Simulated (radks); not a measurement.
Radial electron density D(r) = 4 pi r^2 rho(r) of an atom or ion with 52 electrons. Method: scalar-relativistic Kohn-Sham, PBE, spin-unpolarised, spherical densities, point nucleus; computed with a radial shooting solver on a logarithmic mesh with Libxc functionals.

r (bohr)  D(r) (e/bohr)
0.001637          4.850
0.002166          7.661
0.002866          11.88
0.003793          17.98
0.005058          26.61
0.006693          37.31
0.008855          49.47
0.01172           61.03
0.01563           68.93
0.02068           69.91
0.02736           65.11
0.03649           61.32
0.04828           67.80
0.06388           83.33
0.08452           91.29
0.1127            78.88
0.1492            65.40
0.1974            72.21
0.2611            74.97
0.3483            47.64
0.4608            26.20
0.6097            28.96
0.8068            26.30
1.076             13.43
1.424             6.610
1.884             4.396
2.512             2.114
3.324            0.5384
4.399           0.06273
5.82           0.002631

What is the nuclear charge?

Answer. Z = 54. The innermost maximum, from 1s, lies near gamma/Z bohr with gamma = sqrt(1 - (Z/c)^2) = 0.919, here 0.017 bohr (found: 0.0186), and its height grows with Z. The density is that of the xenon ion Xe2+ in [Kr] 4d10 5s2 5p4; the configuration itself is not fixed sharply by these data, and Z only to a few units. D(r) has 4 maxima, at r = 0.0186, 0.0825, 0.235, 0.671 bohr, and minima at 0.0362, 0.155, 0.491 bohr, inside which lie 1.98, 11.16, 28.92 electrons.
